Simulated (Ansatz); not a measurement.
Relaxation of BClH₃OP (7 atoms, charge 0, multiplicity 1), to a largest force component of 0.015 eV/Å in at most 40 steps.

Computed with Ansatz, RKS PBE/def2-mTZVP.

```xyz
7
Properties=species:S:1:pos:R:3:forces:R:3
O -0.816 1.265 -0.340 0.66 -1.21 -0.43
B -0.610 -0.130 -0.329 -0.59 0.91 -0.33
P 0.318 -0.914 1.137 -0.76 -1.36 0.60
Cl -1.137 -1.183 -1.708 0.14 0.49 0.16
H -0.080 1.689 -0.838 -0.47 0.17 0.13
H -0.803 -0.748 2.090 0.64 0.09 -0.48
H -0.078 -2.313 0.798 0.38 0.92 0.36
```

Q: Where does it end, and by what steps?

A: The forces met the threshold. After 9 steps the energy has fallen by 0.676 eV; H5 moved furthest, 0.78 Å.

| step | energy less start (eV) | largest force component (eV/Å) | accepted |
| --- | --- | --- | --- |
| 0 | 0.0000 | 1.364 | yes |
| 1 | -0.1590 | 0.871 | yes |
| 2 | -0.2860 | 1.431 | yes |
| 3 | -0.3784 | 2.533 | yes |
| 4 | -0.5991 | 0.983 | yes |
| 5 | -0.6673 | 0.223 | yes |
| 6 | -0.6712 | 0.116 | yes |
| 7 | -0.6757 | 0.036 | yes |
| 8 | -0.6761 | 0.029 | yes |
| 9 | -0.6762 | 0.010 | yes |

```xyz
7
Properties=species:S:1:pos:R:3
O -0.578 1.181 -0.180
B -0.403 -0.157 -0.330
P 0.307 -1.213 1.120
Cl -0.667 -0.914 -1.938
H -0.842 1.632 -1.007
H -0.417 -0.557 2.167
H -0.605 -2.306 0.978
```

Whether the end is a true minimum wasn't checked by a vibrational analysis.

Run time: 17 s on 2 threads of Intel(R) Xeon(R) CPU @ 2.80GHz (Skylake/Cascade Lake), with other jobs on the host, peak memory 0.17 GiB.
